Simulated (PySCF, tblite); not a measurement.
Compound: C4H4F5O2P.
Geometry (GFN2-xTB, Å), atoms numbered from 1 in this order:
```xyz
16
C4H4F5O2P angstrom
C      2.5219    0.3453   -0.1955
C      1.5849   -0.3378    0.4381
P      0.1032   -0.8246   -0.4635
O     -0.0292   -0.5335   -1.8851
O     -0.0641   -2.3632   -0.0821
C     -1.3373   -0.0654    0.5143
F     -1.1428   -0.1046    1.8495
F     -2.4565   -0.7782    0.2589
C     -1.5150    1.3828    0.0606
F     -2.1037    1.4498   -1.1239
F     -2.2145    2.1326    0.9096
F     -0.2984    1.9404   -0.0509
H      3.4429    0.6385    0.2808
H      2.3803    0.6322   -1.2252
H      1.6615   -0.6575    1.4657
H     -0.5408   -2.8478   -0.7625
```

Jobs on this species (16 atoms, 104 electrons) with PySCF (density fitting) and tblite. Hardware of each: one thread of an Arm Neoverse V2, shared host. Times come from a shared host and carry two figures at best.

| level and settings | work | basis functions | SCF cycles | wall time |
| --- | --- | --- | --- | --- |
| PBE0/pcSseg-1 | shieldings, charges and field gradients, density and orbital grids written | 231 | ? | ? |
| GFN2-xTB | L-BFGS relaxation | – | – | 0.72 s |
| GFN2-xTB | Hessian by finite differences | – | – | 0.62 s |

Question: Fill in the missing figures.

Answer: 
- PBE0/pcSseg-1; shieldings, charges and field gradients, density and orbital grids written: 51 s, 15 SCF cycles

Question: What do all jobs in the table cost together?

Answer: About 52 s; the longest takes about 97 % of that, and about 82 times as long as the shortest.
